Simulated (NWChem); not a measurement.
System: Ge, triplet

Output (shortened):

```
             Northwest Computational Chemistry Package (NWChem) 7.3.0
             --------------------------------------------------------

                             Geometry "geometry" -> ""
                             -------------------------

 Output coordinates in angstroms (scale by  1.889725989 to convert to a.u.)

  No.       Tag          Charge          X              Y              Z
 ---- ---------------- ---------- -------------- -------------- --------------
    1 Ge                  32.0000     0.00000000     0.00000000     0.00000000

 Effective nuclear repulsion energy (a.u.)       0.0000000000

                                 NWChem DFT Module
                                 -----------------

 Summary of "ao basis" -> "ao basis" (spherical)
 ------------------------------------------------------------------------------
       Tag                 Description            Shells   Functions and Types
 ---------------- ------------------------------  ------  ---------------------
 Ge                         def2-svp                12       32   5s4p3d

            General Information
            -------------------
          SCF calculation type: DFT
          Wavefunction type:  spin polarized.
          No. of atoms     :     1
          No. of electrons :    32
           Alpha electrons :    17
            Beta electrons :    15
          Charge           :     0
          Spin multiplicity:     3
          Use of symmetry is: off; symmetry adaption is: off
          Maximum number of iterations: 150
          AO basis - number of functions:    32
                     number of shells:    12
          Convergence on energy requested:  1.00D-06
          Convergence on density requested:  1.00D-05
          Convergence on gradient requested:  5.00D-04

              XC Information
              --------------
                     r^2SCAN0 Method XC Functional
                     Hartree-Fock (Exact) Exchange  0.250
               r^2SCAN metaGGA Exchange Functional  0.750
                     r^2SCAN Correlation Potential  1.000

             Grid Information
             ----------------
          Grid used for XC integration:  medium
          Radial quadrature: Mura-Knowles
          Angular quadrature: Lebedev.
          Tag              B.-S. Rad. Rad. Pts. Rad. Cut. Ang. Pts.
          ---              ---------- --------- --------- ---------
          Ge                  1.25      112           6.0       590
          Grid pruning is: on
          Number of quadrature shells:   112
          Spatial weights used:  Erf1

      Superposition of Atomic Density Guess
      -------------------------------------

 Sum of atomic energies:       -2075.04349037

      Non-variational initial energy
      ------------------------------

 Total energy =   -2074.831300
 1-e energy   =   -2894.634830
 2-e energy   =     819.803530
 HOMO         =      -0.066582
 LUMO         =      -0.066582

     ---------------------------------------------
      Total Density - Mulliken Population Analysis
     ---------------------------------------------

    Atom       Charge   Shell Charges
 -----------   ------   -------------------------------------------------------
    1 Ge  32    32.00   2.00  2.00  2.00  1.41  0.59  6.00  5.98  0.61  1.42  8.15  1.79  0.06

     --------------------------------------------
      Spin Density - Mulliken Population Analysis
     --------------------------------------------

    Atom       Charge   Shell Charges
 -----------   ------   -------------------------------------------------------
    1 Ge  32     2.00   0.00  0.00  0.00  0.00  0.00  0.00  0.00  0.58  1.42  0.00  0.00  0.00

   convergence    iter        energy       DeltaE   RMS-Dens  Diis-err
 ---------------- ----- ----------------- --------- --------- ---------
 d= 0,ls=0.0,diis     1  -2076.6147344725 -2.08D+03  9.74D-03  2.30D-02
                                                     6.69D-03  1.06D-02
 d= 0,ls=0.0,diis     2  -2076.6305499007 -1.58D-02  5.89D-04  8.63D-04
                                                     9.77D-04  1.46D-03
 d= 0,ls=0.0,diis     3  -2076.6308776497 -3.28D-04  2.53D-04  3.07D-04
                                                     4.58D-04  2.26D-04
 d= 0,ls=0.0,diis     4  -2076.6309383310 -6.07D-05  1.52D-04  2.29D-05
                                                     7.56D-05  3.02D-05
 d= 0,ls=0.0,diis     5  -2076.6309461063 -7.78D-06  1.49D-05  4.06D-07
                                                     6.85D-05  3.28D-07
 d= 0,ls=0.0,diis     6  -2076.6309463718 -2.65D-07  3.07D-06  4.07D-10
                                                     6.97D-06  1.28D-09

         Total DFT energy =    -2076.630946371753
      One electron energy =    -2894.198152168683
           Coulomb energy =      896.557802310486
    Exchange-Corr. energy =      -78.990596513556
 Nuclear repulsion energy =        0.000000000000

 Numeric. integr. density =       31.999999985472

                    DFT Final Alpha Molecular Orbital Analysis
                    ------------------------------------------

 Vector   15  Occ=1.000000D+00  E=-5.006952D-01
              MO Center= -3.0D-15,  1.3D-15,  2.6D-18, r^2= 1.5D+00
   Bfn.  Coefficient  Atom+Function         Bfn.  Coefficient  Atom+Function
  ----- ------------  ---------------      ----- ------------  ---------------
     4      0.860564  1 Ge s                  3     -0.525768  1 Ge s
     5      0.285477  1 Ge s                  2      0.110933  1 Ge s
     1     -0.039637  1 Ge s

[...]
```

Level: r2SCAN0/def2-SVP, spin-unrestricted. The open p shell is one determinant without spherical averaging. No stability test was run on the SCF state.

Q: Reconstruct the input file.

A: One answer among several that fit: the input that was run:
```
start job
memory heap 200 mb stack 900 mb global 1100 mb
geometry units angstroms noautoz
  Ge     0.000000     0.000000     0.000000
end
basis spherical
  * library def2-svp
end
dft
  odft
  mult 3
  xc r2scan0
  iterations 150
  mulliken
end
task dft energy
```
